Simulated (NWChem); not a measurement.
System: InHClF; SMILES [InH]([F])[Cl]

Here is an NWChem input.

```
start job
memory heap 200 mb stack 900 mb global 1100 mb
geometry units angstroms noautoz
  In    -0.269446    -0.446347     0.000000
  H     -1.834851    -1.144238     0.000000
  F      1.380679    -1.527811     0.000000
  Cl     0.275704     1.844234     0.000000
end
basis spherical
  * library def2-svp
end
ecp
  In library def2-ecp
end
dft
  xc n12
  iterations 150
  mulliken
end
task dft energy
```

Coordinates come from a PBE-D3(BJ)/def2-SVP optimisation. def2 effective core potentials on In; no spin-orbit coupling.

What results follow from this input? (N12/def2-SVP with def2 effective core potentials on In.) Quantities: energy (Ha); highest occupied level (eV); orbital gap (eV); dipole (D).


```json
{
  "energy (Ha)": "-751.06",
  "highest occupied level (eV)": "-7.23",
  "orbital gap (eV)": "4.50",
  "dipole (D)": "2.97"
}
```
